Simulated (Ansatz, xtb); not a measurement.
**CH3OSSi+: which of two structures lies lower**

Structure I is a singlet given by its coordinates and structure II is `C1O[SiH]=[S+]1`, a singlet. Both are isolated ions in the gas phase, relaxed with B3LYP/6-31G*.

I (Å):

```xyz
7

C    -0.0089   -0.1188    1.1740
O    -0.1453    0.6707    0.2724
S     0.0981   -1.1232    2.3174
Si    0.6228    1.7988   -0.9791
H     1.5859    0.8988   -1.6311
H    -0.5747    2.1565   -1.7471
H     1.1932    2.8417   -0.1138
```

Close contacts (Å): C1–O2 1.21, C1–S3 1.53, O2–Si4 1.85, Si4–H5 1.47, Si4–H6 1.47, Si4–H7 1.47.

II (Å):

```yaml
atoms:
  - { symbol: C, position_ang: [1.0304, 1.7509, -0.0513] }
  - { symbol: O, position_ang: [-0.2605, 1.5835, -0.6956] }
  - { symbol: S, position_ang: [1.2941, 0.0514, 0.7859] }
  - { symbol: Si, position_ang: [-0.4960, 0.0501, -0.2014] }
  - { symbol: H, position_ang: [0.9743, 2.5335, 0.7050] }
  - { symbol: H, position_ang: [1.8045, 1.9213, -0.7993] }
  - { symbol: H, position_ang: [-1.6622, -0.7944, -0.5011] }
```

Quicker runs give these differences E(II) − E(I): GFN2-xTB 0.0 kcal/mol; HF/STO-3G −1.1 kcal/mol (at GFN2-xTB geometries); r2SCAN-D4/def2-SVP +2.3 kcal/mol (at GFN2-xTB geometries).

**Question.** Which of the two would you expect CCSD(T)/def2-TZVP electronic energies to favour?

**Answer.** Structure II; the calculation gives E(II) − E(I) = −6.5 kcal/mol.

The same difference at several levels:

```tsv
level	geometry	E(II) − E(I) (kcal/mol)	departure from the last row (kcal/mol)	job, with rough time for the two
GFN2-xTB	GFN2-xTB	0.0	+6.5	optimisation, 0.17 s
HF/STO-3G	GFN2-xTB	−1.1	+5.4	single point, 0.3 s
r2SCAN-D4/def2-SVP	GFN2-xTB	+2.3	+8.9	single point, 2.4 s
B3LYP/6-31G*	B3LYP/6-31G*	−2.1	+4.5	optimisation, 33 s
HF/def2-TZVP	B3LYP/6-31G*	−2.9	+3.7	part of the CCSD(T) run
MP2/def2-TZVP	B3LYP/6-31G*	−5.3	+1.2	part of the CCSD(T) run
CCSD(T)/def2-TZVP	B3LYP/6-31G*	−6.5		single point, 47 s
```

r2SCAN-D4/def2-SVP puts the two in the other order. GFN2-xTB finds them nearly level. The largest departure from CCSD(T)/def2-TZVP is that of r2SCAN-D4/def2-SVP, 8.9 kcal/mol.

With harmonic frequencies from B3LYP/6-31G* (ideal gas, rigid rotor, one conformer each, 600 K, 1 atm): on the last row, ΔE + ΔZPE = −2.1 kcal/mol. A mode under 50 cm⁻¹ makes harmonic enthalpies and free energies unreliable, so none is given.

The correlated steps freeze 12 core orbitals. Programs: Ansatz 0.2.0, xtb 6.7.1; the last row on 1 thread of Intel(R) Xeon(R) Platinum 8488C (Sapphire Rapids) on a shared host.
